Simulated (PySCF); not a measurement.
H₃Sb, SMILES [SbH3+], charge +1, multiplicity 2.

Coordinates come from a PBE-D3(BJ)/def2-TZVPD optimisation. The def2 effective core potentials stand for the cores of Sb; spin–orbit coupling is left out.

Computed with PBE-D3(BJ)/def2-TZVPD run with PySCF 2.14.0.

Frequencies are harmonic and unscaled.

Modes within 1.5 cm⁻¹ of each other (mostly degenerate sets) share a row, with their intensities summed.

```tsv
mode	ν (cm⁻¹)	IR (km/mol)	moving atoms (share of kinetic energy)
1	640	3.4	H 98 %
2–3	720	25.7	H 99 %
4	1939	1.6	H 100 %
5–6	2009	3.9	H 99 %
```
